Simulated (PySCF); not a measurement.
# How methods differ on the excitation energy of P²⁺

P²⁺ [Ne] 3s2 3p1 (2P) → P²⁺ [Ne] 3s1 3p2, s spin flipped, as a difference of total energies. All numbers are calculated (PySCF 2.14, no relativity, point nucleus, in def2-QZVPPD (10s6p5d2f1g, 76 functions)). Correlated levels: valence: [Ne] frozen. The calculations carry no spin-orbit coupling.

```json
{"method": "UHF", "excitation energy (eV)": "11.322"}
{"method": "MP2 (valence)", "excitation energy (eV)": "10.461"}
{"method": "SCS-MP2 (valence)", "excitation energy (eV)": "10.391"}
```

Q: How much does correlation contribute at MP2 (valence)?

A: 10.461 − (11.322) = -0.861 eV, measured against UHF.

The upper determinant mixes two multiplicities, so it lies between the two terms.

The coupled-cluster amplitudes are large for the upper state (T1 above 0.03 or a double amplitude above 0.15), so a single reference is strained.
